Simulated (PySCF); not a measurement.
# One molecule, several mistakes: BCFH4Si

All numbers below are calculated, not measured. They come from PySCF 2.14.0, an open-source quantum chemistry program, on an isolated molecule that a program drew, which may never have been made. The molecule is BCFH4Si (charge 0, singlet), drawn as the SMILES string `CB[Si]F`.

Each row is a Hartree-Fock (HF) and frozen-core CCSD(T) single point in the cc-pV(D+d)Z basis, meant for a local HF minimum. Run 1 is clean. Each other run has one planted mistake out of seven kinds, and not every kind appears here: one electron removed, one electron added, multiplicity raised by two, geometry at a saddle point, minimal basis STO-3G, one bond length entered in bohr, all coordinates scaled. The reference is restricted for singlets and unrestricted otherwise, and also for a bond in bohr. Adding or removing an electron swaps singlet and doublet. Electrons count all cores. HOMO and LUMO are orbital energies over both spins, the gradient is its largest component, and the lowest frequency (negative if imaginary) is given only where the gradient is small. Bond lengths are over the 7 bonds as drawn. T1 is the CCSD diagnostic: over 0.02 (restricted) or 0.045 (unrestricted) a single reference is doubtful.

Geometry of the clean run:
```xyz
8
BCFH4Si, angstrom
C     0.2363   -0.8479    1.4737
B    -0.2944    0.1128    0.3373
Si   -2.1068   -0.0925   -0.6515
F    -1.4963   -0.9263   -1.9320
H    -0.2917   -1.7977    1.5824
H     1.3078   -1.0446    1.3745
H     0.1194   -0.2968    2.4197
H     0.3926    1.0699    0.0655
```

```
run,electrons,basis functions,<S^2>,HOMO (eV),LUMO (eV),gradient (hartree/bohr),lowest frequency (cm^-1),mean bond (Å),longest bond (Å),T1,HF (hartree),CCSD(T) (hartree),mistake
1,38,85,0.000,-8.43,1.01,1.8e-05,74,1.3995,2.075,0.0148,-453.24304,-453.79132,no fault
2,39,85,0.782,-0.42,7.07,3.4e-02,-,1.3995,2.075,0.0244,-453.23148,-453.78328,one electron added
3,37,85,0.783,-16.92,-6.51,4.3e-02,-,1.3995,2.075,0.0213,-452.96925,-453.49382,one electron removed
4,38,85,2.020,-7.54,0.53,1.8e-02,-,1.3995,2.075,0.0196,-453.21315,-453.73905,multiplicity raised by two
5,38,28,0.000,-5.47,6.39,2.6e-02,-,1.3995,2.075,0.0184,-447.69530,-447.87776,?
```

**Which mistake was planted in run 5, and what did it cost?**

It has 28 basis functions where the clean run has 85, with the same electrons and geometry. So the mistake is: minimal basis STO-3G. Subtracting run 1 and multiplying by 627.51 kcal/mol a hartree, the energy moved by 3481.3 kcal/mol in HF and 3710.8 kcal/mol in CCSD(T).

Cautions from the logs. Run 2: the added electron raises the CCSD(T) energy, so it isn't bound in this basis.
